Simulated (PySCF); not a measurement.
**Steps of a relaxation of Pb(NH2)4**

Pb(NH2)4 (singlet; a saddle point, relaxed within its symmetry). PySCF 2.14.0, RKS B3LYP, Pb def2-SVP with ECP60, N def2-SVP, H def2-SVP; non-relativistic Hamiltonian with scalar-relativistic core potentials where named; density fitting; no spin-orbit coupling. Origin of the start: template. Columns: position (Å) and force (eV/Å). Energies are counted from the last step; some of the 25 steps are shown. Forces carry noise of the integration grid, about 0.01 to 0.03 eV/Å.

Run from Python with OMP_NUM_THREADS=2. Where DIIS fails, smearing, a level shift and second-order steps follow.
It took 2.6 min on 2 threads of Intel(R) Xeon(R) Platinum 8375C CPU @ 2.90GHz (Ice Lake) (shared host), from the converged density of the start.

```xyz
13
step 0  E = 3.795 eV
Pb   -0.0026   -0.1225    0.0000    -0.02    0.79    0.00
N    -0.0026   -0.1225    2.0160    -0.02   -2.92    3.37
H    -0.0026    0.7076    2.6060    -0.03    0.39   -0.94
H    -0.0026   -0.9525    2.6060     0.00    0.02   -0.16
N    -0.0026   -0.1225   -2.0160    -0.02   -2.92   -3.37
H    -0.0026   -0.9525   -2.6060     0.00    0.02    0.16
H    -0.0026    0.7076   -2.6060    -0.03    0.39    0.94
N     1.7667    0.8440    0.0000     2.79    2.21    0.00
H     2.6824    0.3986    0.0000    -0.24   -0.08    0.00
H     1.8865    1.8554    0.0000     0.00   -0.09    0.00
N    -1.7301    0.9169    0.0000    -2.67    2.34    0.00
H    -1.8077    1.9322    0.0000    -0.01   -0.08    0.00
H    -2.6635    0.5098    0.0000     0.24   -0.09    0.00
```

```xyz
13
step 8  E = 0.384 eV
Pb    0.0198    0.3277    0.0000     0.08   -0.09    0.00
N    -0.2680   -0.7207    1.8425     0.07   -1.13    0.87
H    -0.0625   -0.0484    2.5865     0.02    0.00   -0.08
H     0.1940   -1.6185    2.1295    -0.22    1.01   -0.77
N    -0.2680   -0.7207   -1.8425     0.07   -1.13   -0.87
H     0.1940   -1.6185   -2.1295    -0.22    1.01    0.77
H    -0.0625   -0.0484   -2.5865     0.02    0.00    0.08
N     1.7971    1.4728    0.0000     0.34   -0.03    0.00
H     2.6611    0.9424    0.0000     0.07    0.12    0.00
H     1.9299    2.4771    0.0000    -0.16    0.02    0.00
N    -1.6854    1.5450    0.0000    -0.20    0.11    0.00
H    -1.7597    2.5528    0.0000     0.13    0.05    0.00
H    -2.5733    1.0570    0.0000    -0.02    0.07    0.00
```

```xyz
13
step 16  E = 0.006 eV
Pb   -0.0754    0.3469    0.0000     0.01    0.03    0.00
N    -0.3317   -0.9431    1.7356     0.01   -0.05    0.02
H    -0.0111   -0.3975    2.5420     0.01    0.02    0.00
H     0.3295   -1.7243    1.6641    -0.01    0.04   -0.03
N    -0.3317   -0.9431   -1.7356     0.01   -0.05   -0.02
H     0.3295   -1.7243   -1.6641    -0.01    0.04    0.03
H    -0.0111   -0.3975   -2.5420     0.01    0.02    0.00
N     1.6801    1.5588    0.0000    -0.09    0.00    0.00
H     2.6299    1.2095    0.0000     0.01   -0.06    0.00
H     1.6069    2.5687    0.0000     0.04    0.07    0.00
N    -1.6225    1.7786    0.0000    -0.08    0.00    0.00
H    -1.4839    2.7827    0.0000     0.05   -0.08    0.00
H    -2.5921    1.4841    0.0000     0.03    0.02    0.00
```

**Question.** Where does the relaxation end?

**Answer.** It converges at step 24 in Cs:
```xyz
13
step 24  E = 0
Pb   -0.1089    0.3539    0.0000
N    -0.3214   -0.9440    1.7381
H     0.0267   -0.3955    2.5317
H     0.3488   -1.7131    1.6339
N    -0.3214   -0.9440   -1.7381
H     0.3488   -1.7131   -1.6339
H     0.0267   -0.3955   -2.5317
N     1.6562    1.5504    0.0000
H     2.5890    1.1548    0.0000
H     1.6348    2.5639    0.0000
N    -1.6533    1.7843    0.0000
H    -1.4804    2.7817    0.0000
H    -2.6292    1.5157    0.0000
```

**Question.** How did the contacts change?

**Answer.** 
```
      contact  start (Å)  end (Å)
 Pb1–N2 (NH2)      2.016    2.180
 Pb1–N5 (NH2)      2.016    2.180
 Pb1–N8 (NH2)      2.016    2.132
Pb1–N11 (NH2)      2.016    2.105
```
